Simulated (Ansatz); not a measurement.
`C=[CH][AlH][CH2][SiH3]` and `C=[CH][AlH][CH3]` differ in one atom or group.

Ansatz, PBE0-D4/def2-TZVP geometries, multiplicity 1. Each molecule was computed in one conformer, which needn't be the lowest.

| property | `C=[CH][AlH][CH2][SiH3]` |
| --- | --- |
| HOMO–LUMO gap (ωB97M-V/def2-TZVPP) / eV | 10.25 |
| HOMO energy (B3LYP/def2-TZVPP) / eV | -7.64 |
| HOMO energy (PBE0/def2-TZVPP) / eV | -7.86 |
| HOMO–LUMO gap (PBE0/def2-TZVPP) / eV | 6.34 |
| HOMO–LUMO gap (PBE/def2-TZVPP) / eV | 4.27 |
| HOMO energy (PBE/def2-TZVPP) / eV | -6.62 |

**Question.** Give the same properties after the change, and the shifts. (An estimate is asked.)

**Answer.** Ansatz gave: 
| property | `C=[CH][AlH][CH3]` | shift |
| --- | --- | --- |
| HOMO–LUMO gap (ωB97M-V/def2-TZVPP) / eV | 10.41 | 0.16 |
| HOMO energy (B3LYP/def2-TZVPP) / eV | -7.61 | 0.03 |
| HOMO energy (PBE0/def2-TZVPP) / eV | -7.82 | 0.04 |
| HOMO–LUMO gap (PBE0/def2-TZVPP) / eV | 6.44 | 0.10 |
| HOMO–LUMO gap (PBE/def2-TZVPP) / eV | 4.31 | 0.04 |
| HOMO energy (PBE/def2-TZVPP) / eV | -6.52 | 0.10 |

B3LYP here is the variant with VWN-RPA as its local correlation; programs differ in this.
